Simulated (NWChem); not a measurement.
A series in which one site is exchanged, each optimised at PBE0/def2-SVP with NWChem, gas phase unless a solvent is named. This build's default masses of Se (78.918 u) and Br (79.917 u) are each other's, which moves their modes by up to 0.6 %. Some are not confirmed as minima by frequencies. def2 effective core potentials on I; no spin-orbit coupling.

A: [OH2]->[Cu][Cl] (CuH2OCl; site = Cl)
B: [OH2]->[Cu][I] (CuH2OI; site = I)
C: [Br][Cu]<-[OH2] (CuH2OBr; site = Br)
D: [CuH]<-[OH2] (CuH3O; site = H)

### Question
Rank them by vertical ionisation energy, ΔSCF, PBE/def2-SVP (eV), lowest first.

### Answer
B (7.91), D (8.17), C (8.27), A (8.47)
